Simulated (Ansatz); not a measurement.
One group Y is varied and pulled off as a radical: Y-SnCl3. Isolated molecules, 0 K electronic values unless said otherwise. Each species was relaxed from one start; no search for lower structures was made at this level. In the def2 sets, heavy atoms carry core potentials. Strings in code marks are SMILES.

The adiabatic ionisation energy (no zero-point term) from two functionals at the same geometries (PBE0-D3(BJ)/def2-SVP), both in Ansatz (a quantum-chemistry and plane-wave program): PBE-D3(BJ)/def2-TZVP and B3LYP-D3(BJ)/def2-TZVP. B3LYP has the VWN-RPA correlation part, as in Gaussian. 

```tsv
species	PBE-D3(BJ)/def2-TZVP (eV)
Y = n-butyl (`[Cl][Sn]([Cl])([CH2]CCC)[Cl]` (C–C–C–C torsion 180°, C–C–C–Sn torsion -180°))	9.27
Y = vinyl (`C=[CH][Sn]([Cl])([Cl])[Cl]`)	9.86
Y = allyl	8.84
Y = benzyl (`[Cl][Sn]([Cl])([Cl])[CH2]c1ccccc1` (Sn–C–C–C torsion 89°))	8.37
```

What does B3LYP-D3(BJ)/def2-TZVP give for each?


- Y = n-butyl (`[Cl][Sn]([Cl])([CH2]CCC)[Cl]` (C–C–C–C torsion 180°, C–C–C–Sn torsion -180°)): 9.56
- Y = vinyl (`C=[CH][Sn]([Cl])([Cl])[Cl]`): 10.10
- Y = allyl: 8.98
- Y = benzyl (`[Cl][Sn]([Cl])([Cl])[CH2]c1ccccc1` (Sn–C–C–C torsion 89°)): 8.50
Over these rows, drawn at random from the members with no instability flagged (it was tested for open shells, ions and some series alone), PBE minus B3LYP-D3(BJ): mean -0.20 eV, from -0.29 eV to -0.13 eV.
